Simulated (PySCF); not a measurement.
## Bond curve of SnGe⁺

Set-up: Sn cc-pVDZ-PP with ECP28, Ge cc-pVDZ-PP with ECP10; scalar-relativistic core potentials (PySCF 2.14). Energies in eV from Sn⁺ + Ge in their ground configurations at the same level. State: ⁴Σ⁻ (quartet), unpaired electrons σ ↑, π ↑↑.

All columns are PBE0. A positive dipole points towards Ge; it is taken about the centre of mass and depends on that origin.

```
R (Å)  E (eV)  μ (D)  Mulliken charge on Sn (basis-dependent)  HOMO (eV)  LUMO (eV)  Mayer bond order  ⟨S²⟩
2.250  -1.915   0.12                                     0.65     -12.35      -9.31              1.79  3.75
2.354  -2.365   0.10                                     0.65     -12.22      -9.15              1.75  3.75
2.459  -2.605   0.10                                     0.64     -11.95      -9.14              1.71  3.75
2.538  -2.686   0.09                                     0.63     -11.77      -9.12              1.68  3.75
2.616  -2.705   0.09                                     0.63     -11.60      -9.09              1.66  3.75
2.695  -2.678   0.08                                     0.63     -11.44      -9.06              1.64  3.75
2.799  -2.592   0.09                                     0.62     -11.25      -9.01              1.61  3.75
2.930  -2.431   0.09                                     0.62     -11.03      -8.93              1.58  3.75
3.087  -2.197   0.11                                     0.62     -10.81      -8.82              1.56  3.75
3.296  -1.864   0.15                                     0.61     -10.55      -8.66              1.53  3.75
```

A fit through these points gives, at Re = 2.606 Å, μ = 0.09 D and dμ/dR = -0.0385 D/Å; the reduced mass is 45.73 u.

Q: How strong is the fundamental in the double-harmonic approximation, I = 42.26·(dμ/dR)²/μred km/mol?

A: I = 42.26·(-0.0385)²/45.73 = 0.00137 km/mol at PBE0.

Spin–orbit coupling is left out, which matters for elements this heavy, above all for dissociation energies. For an ion De counts to the pair picked by the measured ionisation energies or electron affinities, which need not be the lowest pair at this level. The state is the lowest determinant that a PBE0 search found; another state may lie lower at other levels.
